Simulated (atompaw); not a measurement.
PBE PAW (atompaw) dataset for gallium, scalar-relativistic all-electron reference.

atompaw 4.2.0.5 input, output lines left out:

```
Ga 31
GGA-PBE scalarrelativistic loggrid 1500 logderivrange -4 5 226
4 4 3 0 0 0
4 1 0
0 0 0
c
c
c
v
c
c
v
v
3
2.65 2.35 1.90 1.40
y
2.8
n
y
0.85
n
y
-1.7
n
y
0.05
y
0.95
n
custom polynom2 7 10 vanderbiltortho besselshape
bessel
0.85
2.65
2.65
2.65
1.05
1.05
2.35
2.35
```

All-electron outer shells of the reference configuration (PBE, scalar-relativistic, ld1.x):

| shell | level (eV) | outermost node (bohr) | outermost maximum (bohr) |
| --- | --- | --- | --- |
| 3p | -107.14 | 0.24 | 0.56 |
| 3d | -27.42 | – | 0.53 |
| 4s | -16.33 | 0.80 | 1.85 |
| 4p | -9.07 | 0.87 | 2.32 |

What the tests gave:

| Quantity | Value |
| --- | --- |
| Lowest eigenvalue of the overlap operator | 0.60 (s channel) |
| Overlap eigenvalues printed by atompaw (projector basis) | 0.0141, 0.7, 1.86, 3.3, 191, 1.07e+04, 3.52e+04, 2.63e+05 |
| Share of each valence orbital outside the PAW sphere | 4s 26 %, 4p 51 %, 3d 0 % |

A Bessel basis up to 400 Ry misses an occupied level by 0.19 Ry, so cutoffs and ghosts were not judged.

Generation and tests took about 2.8 s on one core of a shared server CPU.
